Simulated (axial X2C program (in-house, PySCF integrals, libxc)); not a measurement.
## Spin–orbit effects down a group: molecules with V, PBE0

Calculated with an in-house relativistic program for diatomic molecules, spin-free (one-electron X2C) or two-component (2c: spin–orbit coupling with atomic mean-field Coulomb and Gaunt terms, which also bring small scalar terms), in Dyall basis sets with cores contracted in-house; open shells are unrestricted.

Basis sets: Br dyall-cv3z, Cl dyall-av3z, F dyall-av3z, V dyall-cv3z.

```csv
molecule,spin-free state,Re (Å),ωe (cm⁻¹),De (eV),2c state,Re 2c (Å),ωe 2c (cm⁻¹),De 2c (eV)
VF,"M_S = 2, Λ = 1",1.768,692.9,n/a,Ω = 1,1.768,692.8,n/a
VCl,"M_S = 2, Λ = 1",2.200,413.7,n/a,Ω = 1,2.200,413.6,n/a
VBr,"M_S = 2, Λ = 1",2.347,309.6,n/a,Ω = 1,2.347,309.7,n/a
```

(1) Work out the shifts from the spin-free to the two-component result.

Each entry is the lowest single determinant of a limited PBE0 search at one distance. De goes to single-determinant-based atoms at the same level (for ions the charge split of lowest energy) and is withheld (n/a) where an atom does not fit its ground term or J level. Main or longest-lived isotopes. One determinant is a doubtful description, or other states lie close, for VF, VCl, VBr; these need not be ground states, and all values refer to the states named. Some open-shell Ω = 0 determinants are out of reach, so the Ω given for VF, VCl, VBr need not be the lowest component. With several unpaired electrons the Ω given is that of one determinant, not necessarily of the lowest component. The functionals have no current term, which raises determinants with orbital currents.

Results:

(1) 

| molecule | 2c state | ΔRe (Å) | Δωe (cm⁻¹) | ΔDe (eV) |
| --- | --- | --- | --- | --- |
| VF | Ω = 1 | 0.000 | -0.1 | n/a |
| VCl | Ω = 1 | 0.000 | -0.1 | n/a |
| VBr | Ω = 1 | 0.000 | 0.1 | n/a |

Shifts of one unit in the last digit are rounding.
